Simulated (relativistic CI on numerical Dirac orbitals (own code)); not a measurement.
## Ho LIII: q coefficients and field-shift factors

Calculated at this level of theory: Dirac-Coulomb-Breit CI, orbitals from a KLI potential per configuration, derivatives by finite differences, unscaled Slater integrals, QED left out (own radial code, finite nucleus).

Configuration list (outside the closed core [Ne]): 3s2.3p3, 3s.3p4, 3s2.3p2.3d, 3p5, 3s.3p3.3d, 3p4.3d, 3s2.3p.3d2, 3s2.3d3, 3s.3p.3d3, 3p3.3d2, 3p2.3d3. Double excitations out of closed p, d and f shells are left out; levels of such configurations are missing from the list, as are those of other unlisted configurations, and high levels can miss mixing partners.

With x = (α/α₀)² − 1 an excitation energy changes as ω = ω₀ + qx; K = 2q/ω₀ is the relative enhancement. Terms are leading LS components, so labels can repeat. The field-shift factor is F = δν/δ⟨r²⟩ for the transition from the lowest level.

Lowest level 3s2.3p3 2P°_3/2.

```csv
Level,ω₀ (cm⁻¹),q (cm⁻¹),K,F (GHz/fm²)
3s2.3p2.3d 2D_3/2,1651383,78640,0.0952,0.987
3s2.3p3 4S°_3/2,1682154,2.085e+06,2.48,-183
3s2.3p3 2D°_5/2,1769706,2.083e+06,2.35,-185
3s2.3p3 2P°_1/2,1879005,2.091e+06,2.23,-185
3s2.3p2.3d 2D_5/2,2148292,541200,0.504,-41.6
3s.3p4 4P_5/2,2940622,2.287e+06,1.56,-3440
3s.3p4 2P_3/2,3149614,2.281e+06,1.45,-2630
3s.3p4 2S_1/2,3172120,2.319e+06,1.46,-3200
3s2.3p2.3d 4F_5/2,3329701,2.145e+06,1.29,-163
3s2.3p2.3d 4D_1/2,3353474,2.153e+06,1.28,-176
3s2.3p2.3d 4F_3/2,3356526,2.169e+06,1.29,-434
3s2.3p2.3d 2G_7/2,3416636,2.149e+06,1.26,-154
3s2.3p3 2P°_3/2,3574816,4.18e+06,2.34,-402
3s2.3p2.3d 2D_5/2,3640674,2.179e+06,1.2,-300
3s2.3p2.3d 4P_3/2,3711270,2.242e+06,1.21,-955
3s2.3p2.3d 2P_1/2,3711741,2.216e+06,1.19,-594
3s2.3p2.3d 4D_7/2,3740725,2.563e+06,1.37,-147
3s2.3p2.3d 2P_3/2,3826525,2.635e+06,1.38,-374
3s2.3p2.3d 2G_9/2,3832540,2.567e+06,1.34,-148
3s2.3p2.3d 2F_5/2,3852054,2.611e+06,1.36,-243
3s2.3p2.3d 2F_7/2,4018650,2.588e+06,1.29,-151
3s2.3p2.3d 2D_5/2,4026447,2.556e+06,1.27,-296
3s2.3p2.3d 2D_3/2,4080100,2.59e+06,1.27,-207
```

At this charge energies of transitions that change n are usually good to better than 1 %, and those within a shell (Δn = 0) to a few per cent.
